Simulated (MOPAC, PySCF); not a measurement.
H$_{4}$F$_{2}$N$_{2}$Sn, SMILES `[NH2][Sn]([NH2])([F])[F]` (H–N–Sn–F torsion 38°, F–Sn–N–H torsion 56°), neutral singlet in the gas phase. 

Z-matrix (Å, degrees):
```
Sn
F 1 1.9111
F 1 1.9111 2 103.09
N 1 1.9804 2 104.35 3 -120.82
H 4 1.0097 1 115.89 2 168.38
H 4 1.0100 5 110.01 1 132.19
N 1 1.9804 2 115.30 3 113.04
H 7 1.0097 1 115.89 2 56.04
H 7 1.0100 8 110.01 1 132.18
```
Charge 0, multiplicity 1.

All levels are single points at this geometry (CAM-B3LYP-D3(BJ)/def2-TZVP); Pople sets use spherical d functions. Orbital energies aren't observables, and empty levels follow the basis.

B3LYP/LANL2DZ in PySCF gives HOMO (eV) = -7.85.

### Question
Estimate the HOMO (eV) from each of these levels: CAM-B3LYP-D3(BJ)/def2-TZVP in PySCF; PBE-D3(BJ)/def2-TZVP in PySCF; TPSSh-D3(BJ)/def2-TZVP in PySCF; B3LYP/6-311+G** (LANL2DZ on Sn) in PySCF; BP86/6-31G* (LANL2DZ on Sn) in PySCF; M06-2X/6-31G* (LANL2DZ on Sn) in PySCF; SVWN5/6-31G* (LANL2DZ on Sn) in PySCF; HF/6-31G* (LANL2DZ on Sn) in PySCF; AM1 in MOPAC; PM3 in MOPAC; PM6 in MOPAC; PM7 in MOPAC.

### Answer

```csv
level,HOMO (eV)
CAM-B3LYP-D3(BJ)/def2-TZVP in PySCF,-9.71
PBE-D3(BJ)/def2-TZVP in PySCF,-6.72
TPSSh-D3(BJ)/def2-TZVP in PySCF,-7.39
B3LYP/6-311+G** (LANL2DZ on Sn) in PySCF,-8.18
BP86/6-31G* (LANL2DZ on Sn) in PySCF,-6.38
M06-2X/6-31G* (LANL2DZ on Sn) in PySCF,-9.35
SVWN5/6-31G* (LANL2DZ on Sn) in PySCF,-6.39
HF/6-31G* (LANL2DZ on Sn) in PySCF,-11.83
AM1 in MOPAC,-9.52
PM3 in MOPAC,-10.51
PM6 in MOPAC,-10.34
PM7 in MOPAC,-9.72
```
